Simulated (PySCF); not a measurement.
Orbital picture of MoN⁻

ωB97X-V at R = 1.629 Å; basis Mo def2-TZVPPD with ECP28, N def2-TZVPPD; scalar-relativistic core potentials; PySCF 2.14. State: ³Σ⁻ (triplet), unpaired electrons δ ↑↑. Only the outer orbitals are listed, counted within each symmetry, core potentials removing the inner ones.

```tsv
spin	orbital	occ.	ε (eV)	on Mo (%)	main shells (%)
α	4σ	1	-16.46	12	88 N s, 10 Mo d
α	2π	1	-5.77	46	53 N p, 43 Mo d
α	2π	1	-5.77	46	53 N p, 43 Mo d
α	5σ	1	-5.73	38	47 N p, 38 Mo d, 14 N s
α	1δ	1	-3.38	100	100 Mo d
α	1δ	1	-3.38	100	100 Mo d
α	6σ	1	-1.66	102	93 Mo s
α	3π	0	4.52	95	83 Mo p, 11 Mo d
α	3π	0	4.52	95	83 Mo p, 11 Mo d
β	1π	1	-39.05	100	100 Mo p
β	1π	1	-39.05	100	100 Mo p
β	4σ	1	-16.77	11	89 N s, 8 Mo d
β	2π	1	-5.73	35	64 N p, 32 Mo d
β	2π	1	-5.73	35	64 N p, 32 Mo d
β	5σ	1	-5.54	32	55 N p, 31 Mo d, 13 N s
β	6σ	1	-1.10	103	89 Mo s, 11 Mo p
β	3π	0	4.72	96	86 Mo p, 10 Mo d
β	3π	0	4.72	96	86 Mo p, 10 Mo d
```

Which are the highest filled and the lowest empty level, where do they sit, and how wide is the gap?

Highest filled β 6σ at -1.10 eV (in %: 89 Mo s, 11 Mo p); lowest empty α 3π at 4.52 eV (in %: 83 Mo p, 11 Mo d); the gap at ωB97X-V is 5.62 eV. An empty level above zero is unbound, and its energy depends on the basis.

* bond order (Mayer): 2.61
* ⟨S²⟩: 2.057
* charge on Mo (Mulliken, basis-dependent): -0.45
* charge on Mo (Löwdin, basis-dependent): -0.46
* dipole moment (positive dipole points towards N; it is taken about the centre of mass and depends on that origin): -0.05 D

Shares are Mulliken populations and can fall outside 0 to 100 %.

Spin–orbit coupling is left out. With d or f electrons several states lie close, and the lowest PBE0 determinant need not be the measured ground state.
